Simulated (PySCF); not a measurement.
Delta-SCF ions had no search for a lower state. Excitations are Tamm–Dancoff values on a coarser integration grid. The basis has no diffuse functions, so Rydberg states are missing or too high.

**C5H9B, SMILES `BC(=C)/C=C/C` (charge 0, multiplicity 1)**

All values below come from TPSSh-D3(BJ)/def2-TZVP // CAM-B3LYP-D3(BJ)/def2-TZVP in PySCF 2.14.0.

```json
{
  "HOMO": "-6.15 eV",
  "dipole_moment": "1.11 D",
  "HOMO–LUMO gap": "3.83 eV",
  "LUMO": "-2.31 eV",
  "S1 excitation (TDA)": "3.94 eV",
  "S1 oscillator strength": "0.055",
  "brightest of the four lowest singlets (TDA)": "5.99 eV",
  "T1 excitation (TDA)": "2.67 eV",
  "S1–T1 gap (TDA)": "1.27 eV",
  "vertical ionisation energy (Delta-SCF)": "8.50 eV",
  "total_energy": "-6009.80 eV",
  "cost": "around 27 core-minutes (rough)"
}
```

```xyz
15

B     -1.7150    -1.3334     0.4376
C     -1.2008     0.1180     0.3735
C     -2.0760     1.0828     0.6996
C      0.1651     0.4939    -0.0167
C      1.1371    -0.3391    -0.3679
C      2.5119     0.0836    -0.7595
H     -2.8433    -1.5205     0.7712
H     -1.0358    -2.2750     0.1716
H     -1.8080     2.1352     0.6843
H     -3.0894     0.8437     0.9915
H      0.3809     1.5608    -0.0121
H      0.9388    -1.4054    -0.3786
H      2.7480    -0.2457    -1.7744
H      3.2614    -0.3655    -0.1031
H      2.6252     1.1669    -0.7170
```
